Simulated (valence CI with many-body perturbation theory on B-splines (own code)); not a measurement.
# Zr II: one-electron terms

Calculated by configuration interaction combined with many-body perturbation theory (CI+MBPT): three valence electrons over a frozen Dirac-Fock core [Kr], a basis of 9 s, 9 p, 10 d, 8 f, 5 g, 3 h, 1 i functions for each j, with the one-electron correlation potential Σ1 (screened to all orders), the two-electron term Σ2, the three-electron term Σ3, Breit, model QED; selected single and double excitations, second order for the rest (own B-spline code, finite nucleus).

Against 26 measured levels this calculation errs by 278 cm⁻¹ on average and by 664 at most. These come from a selection out of the NIST Handbook of Basic Atomic Spectroscopic Data. Levels without a partner in it may be off by more, other configurations by 1,000 to 4,000 cm⁻¹.

These are the spectroscopic orbitals of the CI (the correlating ones are not listed), shaped by the core and the other valence electrons. h is the expectation value of the core's Dirac-Fock operator, without the valence repulsion; Σ1 is computed up to l = 3 at one energy for each symmetry, that of its lowest orbital but kept below the first core excitation, so for empty shells it is not the orbital's own correlation shift; Breit and QED include the response of the core.

```tsv
Orbital	h (hartree)	Σ1 (cm⁻¹)	Breit (cm⁻¹)	QED (cm⁻¹)	⟨r⟩ (bohr)
5s1/2	-1.0257	-5103	25.2	36.1	3.463
6s1/2	-0.49148	-840	5.0	7.0	7.824
7s1/2	-0.29858	-360	2.3	3.2	13.26
5p1/2	-0.81924	-2880	31.0	-2.6	4.257
6p1/2	-0.41309	-594	7.4	-0.6	9.228
7p1/2	-0.26283	-291	3.9	-0.3	14.88
5p3/2	-0.80848	-2721	15.0	-0.6	4.322
6p3/2	-0.40924	-569	3.6	-0.1	9.318
7p3/2	-0.26113	-281	2.0	-0.1	14.96
4d3/2	-1.1905	-10196	-41.1	-22.0	2.183
5d3/2	-0.486	-731	-1.9	-1.7	7.347
6d3/2	-0.29299	-322	-0.8	-0.8	13.13
4d5/2	-1.185	-9985	-80.1	-19.0	2.200
5d5/2	-0.48457	-724	-5.2	-1.4	7.373
6d5/2	-0.29238	-320	-2.3	-0.6	13.16
4f5/2	-0.38467	-265	-0.2	0.0	8.746
5f5/2	-0.25358	-182	-0.2	0.0	14.61
4f7/2	-0.38476	-264	-0.2	0.0	8.743
5f7/2	-0.25363	-182	-0.2	0.0	14.61
5g7/2	-0.24261		0.0	0.0	13.42
5g9/2	-0.24261		0.0	0.0	13.42
```

Among the shells of the start configuration 4d2 5s1, Σ1 is largest in size for 4d3/2, where it is 3.9 % of h.

Lowest root of each symmetry, sizes in configuration state functions:

```csv
J,Parity,Roots,Reference,Variational,Second order,Change by selected CI (cm⁻¹),Change by second order (cm⁻¹)
1/2,even,5,44,12535,35921,-4709,-8
3/2,even,11,74,20570,66848,-3499,-5
5/2,even,11,82,23202,88814,-3509,-6
7/2,even,6,67,17700,101168,-3515,-8
9/2,even,5,49,14089,96153,-3527,-9
11/2,even,1,25,8332,81587,-5988,-31
1/2,odd,5,40,10124,36440,-4806,-8
3/2,odd,9,67,16401,66391,-4305,-9
5/2,odd,10,72,18489,89347,-3772,-9
7/2,odd,8,63,17892,98296,-3748,-9
9/2,odd,4,42,13003,97603,-3748,-11
11/2,odd,2,24,9366,78993,-3774,-10
```
